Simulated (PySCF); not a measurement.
C₃H₆O₂S₂Si.
Bonds: O1–C2 (double), C2–O3, O3–Si4, Si4–S5, S5–C6, C6–C7, C7–S8, Si4–S8. Hydrogens: H9 on C2; H10 on Si4; H11, H12 on C6; H13, H14 on C7.

Computed, not measured: PBE0-D3(BJ)/def2-SVP geometry optimisation, gas phase (PySCF 2.14.0).

Q: List the bond lengths, angles and torsions at this level.

A: 
```tsv
bond	length (Å)
O1=C2	1.199
C2–O3	1.331
O3–Si4	1.720
Si4–S5, Si4–S8	2.129
S5–C6, C7–S8	1.835
C6–C7	1.513
C2–H9	1.110
Si4–H10	1.480
C6–H11, C7–H14	1.101
C6–H12, C7–H13	1.101
```

Bonds in one row agree within 0.01 Å and their mean is given. A selection of angles:
```tsv
angle	degrees
O1–C2–O3	124.2
C2–O3–Si4	118.0
O3–Si4–S5	115.2
O3–Si4–S8	104.4
S5–Si4–S8	101.8
Si4–S5–C6	94.5
S5–C6–C7	111.4
```

Torsions: O1–C2–O3–Si4 -2° (synperiplanar); C2–O3–Si4–S5 68° (synclinal); O3–Si4–S5–C6 95° (anticlinal); Si4–S5–C6–C7 44° (synclinal); S5–C6–C7–S8 -58° (synclinal); C6–C7–S8–Si4 37° (synclinal); O3–Si4–S8–C7 -127° (anticlinal). The mirror-image conformer, all signs reversed, is as good.

O3 (oxygen singly bound to a carbonyl carbon) is bent (angle 118.0°). S5 (sulfur bonded to C and Si) is bent (angle 94.5°). Si4 (oxygen-bound silicon) is distorted tetrahedral (angles from 101.8° to 115.7°). The 5-membered ring Si4–S5–C6–C7–S8 has internal angles of 94.5° to 111.8°; it is puckered, 0.22 Å rms from its mean plane, widest ring torsion 58°. The C–O distances run from 1.199 Å (O1=C2, drawn double) to 1.331 Å (C2–O3, drawn single), a spread of 0.132 Å.

Point group: C1 (no symmetry element, even within 0.4 Å). PBE0-D3(BJ)/def2-SVP frequencies: not computed here. One conformer, not necessarily the lowest.
